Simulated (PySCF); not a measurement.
**Correlation energy of O (oxygen, neutral)**

[He] 2s1 2p5, high-spin 3P determinant (an excited configuration). Calculation: PySCF 2.14, in dyall-av3z (15s9p3d2f, 71 functions); no relativity, point nucleus. Frozen: 1s2; 6 electrons correlated; the 14 highest virtual orbitals of each spin left out.

MP2 pair energies summed by pair of shells (mhartree):

```json
{"pair": "2p-2p", "energy": "-154.51", "share (%)": "85.2"}
{"pair": "2s-2p", "energy": "-26.90", "share (%)": "14.8"}
```

Total MP2 correlation energy: -181.41 mhartree.

Same-spin part -41.29 and opposite-spin part -140.12 mhartree; SCS-MP2 scales them by 1/3 and 6/5 to -181.91 mhartree.
